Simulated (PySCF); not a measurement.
## Computed properties of C4H7B, SMILES CB(C)C#C

B(CCH)(Me)2 (C4H7B), SMILES CB(C#C)C. Coordinates come from a B3LYP-D3(BJ)/def2-SVP optimisation. The values are those of a single conformer. All values are computed for the isolated molecule unless a solvent is named; none is compared with measurement here.

**Structure.** The optimised structure has C2 symmetry. All 30 harmonic modes at B3LYP-D3(BJ)/def2-SVP (PySCF) are real, so it is a minimum. With heavy atoms numbered as in [B:1]([C:2]#[CH:3])([CH3:5])[CH3:9], the shortest bond between them is C2–C3 at 1.220 Å and the longest B1–C5 at 1.573 Å.

**Vibrations.** The strongest infrared lines (harmonic, unscaled, degenerate partners summed) lie at 1177 cm⁻¹ (151 km/mol, B 59 %, H 26 %, C 15 %), 1320 cm⁻¹ (107 km/mol, H 60 %, C 29 %, B 11 %), 2152 cm⁻¹ (64 km/mol, C 90 %, H 9 %). The softest mode is at 76 cm⁻¹ and the zero-point energy is 59.9 kcal/mol.

**Electronic structure.** B3LYP/def2-TZVP (PySCF) places the frontier levels at -7.52 and -1.65 eV, a gap of 5.87 eV, and gives a dipole moment of 0.04 D and a mean polarisability of 61.4 bohr³. PBE/def2-TZVP (PySCF) at the same geometry gives -6.52 and -2.40 eV, so its gap is 1.75 eV narrower. An orbital gap is neither the optical nor the fundamental gap.

**Excitations.** TDA-M06-2X/def2-SVPD (PySCF) has S1 at 4.47 eV (278 nm, f = 0.000, dark); the most intense of the 10 singlets computed lies at 8.68 eV (f = 0.64). T1 (TDA) is at 4.30 eV, 0.17 eV under S1. TDA-PBE/def2-SVPD (PySCF) puts S1 at 4.19 eV. No vertical singlet excitation falls in the visible range (under 3.1 eV).

**NMR.** GIAO shifts at HF/pcSseg-1 (PySCF) (non-relativistic, atoms alike by connectivity averaged): ¹³C from 16.7 to 131.0 ppm against TMS; ¹H from 1.2 to 5.1 ppm against TMS; ¹¹B at 57.3 ppm against BF3.
